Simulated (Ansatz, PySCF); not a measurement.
The pair A = HF (SMILES F) (first 2 atoms), B = H2 (SMILES [H][H]); geometry from B3LYP-D3(BJ)/def2-TZVP.
(charge 0, multiplicity 1):
```xyz
4

F     -0.082     0.194    -0.504
H     -0.069     0.099     0.418
H     -0.091    -0.460     2.309
H      0.008     0.277     2.380
```

Frozen-core correlation. CBS: X⁻³ extrapolation of the correlation energy, Hartree–Fock from the larger set.

Run with Ansatz (a first-principles code) with Gaussian orbitals; PySCF for the dispersion terms. 

The monomers are drawn apart, rigid, along the line of their centres of mass. Counterpoise-corrected interaction energies (kcal/mol):

```json
[
 {"level": "PBE/def2-TZVPPD", "R = 3.605 Å": "-0.5994", "R = 4.394 Å": "-0.1968"},
 {"level": "PBE-D3(BJ)/def2-TZVPPD", "R = 3.605 Å": "-0.7218", "R = 4.394 Å": "-0.2489"},
 {"level": "wB97M-V/def2-TZVPPD", "R = 3.605 Å": "-0.5034", "R = 4.394 Å": "-0.1913"},
 {"level": "CCSD(T)/CBS(aug-cc-pVTZ, aug-cc-pVQZ)", "R = 3.605 Å": "-0.5369", "R = 4.394 Å": "-0.1920"}
]
```

### Question
R is the distance of the centres of mass. Find the local exponent m of E ∝ R⁻ᵐ between the two points.

### Answer

m = ln(E₁/E₂)/ln(R₂/R₁): PBE/def2-TZVPPD 5.6; PBE-D3(BJ)/def2-TZVPPD 5.4; wB97M-V/def2-TZVPPD 4.9; CCSD(T)/CBS(aug-cc-pVTZ, aug-cc-pVQZ) 5.2. For scale, two fixed dipoles give m = 3, dipole and quadrupole 4, quadrupoles 5, and dispersion or dipole-induced dipole 6 at long range; at these distances several terms mix, and what is left of overlap and damping shifts m, so it need not match one of them.
